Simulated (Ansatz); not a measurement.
Geometry optimisation, RKS CAM-B3LYP/def2-SVP in Ansatz 0.2.0.

The input (input.yaml):

```yaml
crystal:
  periodic: [false, false, false]
  atoms:
    - { symbol: W, position_ang: [-0.053178, 0.319009, 0.083584] }
    - { symbol: F, position_ang: [-0.00879, -0.17426, 1.897823] }
    - { symbol: H, position_ang: [1.263563, -0.277772, -0.796716] }
    - { symbol: O, position_ang: [-0.609583, 1.930404, -0.693766] }
    - { symbol: H, position_ang: [-1.143304, 2.172279, -1.460915] }
    - { symbol: H, position_ang: [-1.559817, -0.343001, -0.116127] }
    - { symbol: H, position_ang: [-0.167758, -1.341967, -0.107612] }
    - { symbol: H, position_ang: [-0.472383, -0.238546, -1.435972] }
    - { symbol: O, position_ang: [2.087272, 1.666424, 1.909736] }
    - { symbol: H, position_ang: [2.961349, 1.272401, 1.781642] }
    - { symbol: H, position_ang: [1.620229, 1.039829, 2.511022] }
basis:
  gaussian: { orbitals: def2-SVP }
hamiltonian:
  xc: cam_b3lyp
relax:
  f_tol: 0.03
  max_steps: 50
output:
  orbitals: {}
```

Launched with:

```bash
$ ansatz run input.yaml --threads 4 --pin off --max-ram 5120MiB --backend cpu --events-out ev --progress --plain --runs-dir out
```

**Question.** Where does it end, and by what steps?

**Answer.** The run converged. After 10 steps the energy has fallen by 0.571 eV; H10 moved furthest, 0.67 Å. Joined: W1–O9 (3.12 → 2.30 Å).

```json
{"step": "0", "energy less start (eV)": "0.0000", "largest force component (eV/Å)": "0.863", "accepted": "yes"}
{"step": "1", "energy less start (eV)": "-0.1301", "largest force component (eV/Å)": "1.254", "accepted": "yes"}
{"step": "2", "energy less start (eV)": "-0.2975", "largest force component (eV/Å)": "1.160", "accepted": "yes"}
{"step": "3", "energy less start (eV)": "-0.4791", "largest force component (eV/Å)": "0.727", "accepted": "yes"}
{"step": "4", "energy less start (eV)": "-0.5372", "largest force component (eV/Å)": "0.632", "accepted": "yes"}
{"step": "5", "energy less start (eV)": "-0.5581", "largest force component (eV/Å)": "0.469", "accepted": "yes"}
{"step": "6", "energy less start (eV)": "-0.5664", "largest force component (eV/Å)": "0.138", "accepted": "yes"}
{"step": "7", "energy less start (eV)": "-0.5686", "largest force component (eV/Å)": "0.106", "accepted": "yes"}
{"step": "8", "energy less start (eV)": "-0.5698", "largest force component (eV/Å)": "0.071", "accepted": "yes"}
{"step": "9", "energy less start (eV)": "-0.5706", "largest force component (eV/Å)": "0.045", "accepted": "yes"}
{"step": "10", "energy less start (eV)": "-0.5711", "largest force component (eV/Å)": "0.018", "accepted": "yes"}
```

```xyz
11
Properties=species:S:1:pos:R:3
W 0.082 0.302 0.234
F -0.169 -0.314 2.039
H 1.413 -0.304 -0.633
O -0.380 1.973 -0.504
H -0.917 2.166 -1.281
H -1.479 -0.219 -0.089
H -0.161 -1.325 -0.073
H -0.310 -0.155 -1.326
O 1.654 1.390 1.518
H 2.583 1.509 1.281
H 1.603 1.002 2.407
```

Time of the run: 20 s on 4 threads of Intel(R) Xeon(R) CPU @ 2.60GHz (Ice Lake) (shared host), peak memory 0.29 GiB.
